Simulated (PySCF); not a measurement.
GeHF, SMILES [F][GeH] (connectivity only; charge and spin as stated), neutral, multiplicity 1.

The structure is a stationary point at ωB97X-D3(BJ)/def2-TZVP.

Method: TDDFT-LC-ωPBE/def2-TZVPD in PySCF 2.14.0.

Vertical excitations.  State labels are in the subgroup Cs.

```
state  symmetry  energy (eV)  λ (nm)      f                                            main pairs
-----  --------  -----------  ------  -----  ----------------------------------------------------
S1           A"         2.98     416  0.017                                        HOMO→LUMO 99 %
S2           A'         5.83     213  0.054                    HOMO→LUMO+1 80 %, HOMO→LUMO+2 14 %
S3           A"         7.06     176  0.054                                      HOMO−1→LUMO 97 %
S4           A'         7.13     174  0.294                    HOMO→LUMO+2 80 %, HOMO→LUMO+1 14 %
S5           A"         7.75     160  0.008                                      HOMO−3→LUMO 97 %
S6           A'         8.11     153  0.010                                      HOMO−2→LUMO 91 %
S7           A'         8.44     147  0.271                                      HOMO→LUMO+3 86 %
S8           A"         8.89     139  0.172                                      HOMO→LUMO+5 96 %
S9           A'         9.44     131  0.158                    HOMO→LUMO+6 76 %, HOMO→LUMO+8 14 %
S10          A"         9.48     131  0.018                                      HOMO→LUMO+7 93 %
T1           A"         1.78     695      0                                        HOMO→LUMO 97 %
T2           A'         4.70     264      0                                      HOMO→LUMO+1 81 %
T3           A"         6.07     204      0                                      HOMO−1→LUMO 87 %
T4           A'         6.20     200      0  HOMO→LUMO+2 48 %, HOMO→LUMO+3 37 %, HOMO→LUMO+11 8 %
```
Triplets are in the Tamm–Dancoff approximation, which puts them higher than full response would, so one can lie above its singlet here.
